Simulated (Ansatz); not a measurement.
Cost and result for the atomization energy of C4H8O3, SMILES `CCOC(=O)OC` (15 atoms, 14 bonds).

```xyz
15

C    -1.1179    0.4524   -2.0750
C    -1.3099    1.0252   -0.6930
O    -0.0777    1.0568    0.0390
C     0.2595   -0.0760    0.6431
O    -0.3771   -1.0960    0.6557
O     1.4310    0.1114    1.2435
C     1.9231   -1.0233    1.9464
H    -0.8157   -0.5943   -2.0205
H    -0.3611    1.0140   -2.6261
H    -2.0574    0.5073   -2.6300
H    -2.0443    0.4515   -0.1253
H    -1.6242    2.0684   -0.7342
H     2.0642   -1.8658    1.2681
H     1.2317   -1.3169    2.7373
H     2.8757   -0.7147    2.3711
```

Total charge 0; spin multiplicity 1. The structure was optimised at the PBE0-D4/def2-TZVP level. It is one conformer, not always the lowest. Program: Ansatz. All runs use 2 threads of an AMD EPYC 7R13 on a shared host and a share of an NVIDIA H100 80 GB. Times are those of one run each, without the atoms' runs, and a repeat can differ threefold. Electronic energies, without spin–orbit coupling; frozen cores. CCSD(T)/CBS adds CCSD(T) − MP2 in def2-TZVPP to the MP2 limit, and its time is that of the two runs behind it. T1 = 0.013. B3LYP takes the VWN-RPA correlation (the form of Gaussian; ORCA's B3LYP/G).

CCSD(T)/CBS is a level of theory with its own doubt, some kJ/mol a heavy atom from the limit and from the frozen cores, so smaller differences don't rank the functionals.

```csv
level,functions,wall time,atomization (kcal/mol),difference from CCSD(T)/CBS,per bond
PBE-D4/def2-TZVPP (with forces),329,2.1 s,1531.7,47.4,3.4
B2PLYP/def2-TZVPP,329,2.2 s,1471.4,-12.9,-0.9
r2SCAN-D4/def2-TZVPP (with forces),329,2.6 s,1493.1,8.8,0.6
PBE0-D4/def2-TZVPP,329,3.3 s,1493.7,9.4,0.7
ωB97X-V/def2-TZVPP,329,3.8 s,1489.2,4.9,0.4
B3LYP-D4/def2-TZVPP (with forces),329,3.9 s,1484.3,0.0,0.0
MP2/def2-QZVPP,639,4.1 s,1503.4,19.1,1.4
ωB97M-V/def2-TZVPP (with forces),329,5.5 s,1490.7,6.4,0.5
CCSD(T)/def2-TZVPP,329,9.5 s,1447.2,-37.1,-2.7
CCSD(T)/CBS(def2),–,14 s,1484.3,0.0,0.0
```

From PBE to PBE0 (25 % exact exchange), in def2-TZVPP and without D4, the atomization energy moves by −37.0 kcal/mol: exact exchange takes away binding that semilocal exchange gives to molecules. The D4 term adds +10.1 kcal/mol with B3LYP and +5.4 kcal/mol with PBE0; it sums over pairs of atoms, weighted by their polarisabilities, and B3LYP, whose exchange is more repulsive, gets the larger term. In def2-TZVPP, CCSD(T) changes the Hartree–Fock value by +391.3 kcal/mol (the triples alone add +25.3 kcal/mol) and MP2 by +425.6 kcal/mol; breaking electron pairs costs correlation energy, which Hartree–Fock lacks.
